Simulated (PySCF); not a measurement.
**Ru⁺ (ruthenium, charge +1) across methods**

[Kr] 4d6 5p1, one real determinant (an excited configuration). All numbers are calculated (PySCF 2.14, scalar relativity through the core potential, in aug-cc-pVDZ-PP with ECP28MDF (5s5p4d2f, 54 functions)).

```csv
method,E (hartree),mean ε 4d α (eV),mean ε 4d β (eV),mean ε 5p α (eV),Σ⟨r²⟩ (bohr²),⟨S²⟩
r2SCAN,-94.0393,-18.011,-15.029,-8.585,42.73,8.752
LDA,-93.7828,-17.700,-15.028,-8.595,42.94,8.751
B97-3,-94.0091,-19.388,-16.787,-8.905,42.97,8.751
PBE,-94.0088,-17.581,-15.044,-8.477,43.01,8.751
BP86,-94.0800,-17.648,-15.266,-8.602,42.83,8.751
PW91,-94.0546,-17.643,-15.122,-8.531,42.95,8.751
PBE0,-93.9994,-19.448,-16.643,-9.041,43.03,8.751
UHF,-93.40874,-24.352,-20.435,-10.322,43.96,8.753
BHandHLYP,-93.9181,-21.098,-18.220,-9.382,43.28,8.752
```

⟨L²⟩ = 8.03 against 12 for a pure F term, so this real determinant mixes terms. Energies and moments cover only the electrons outside the core potential.
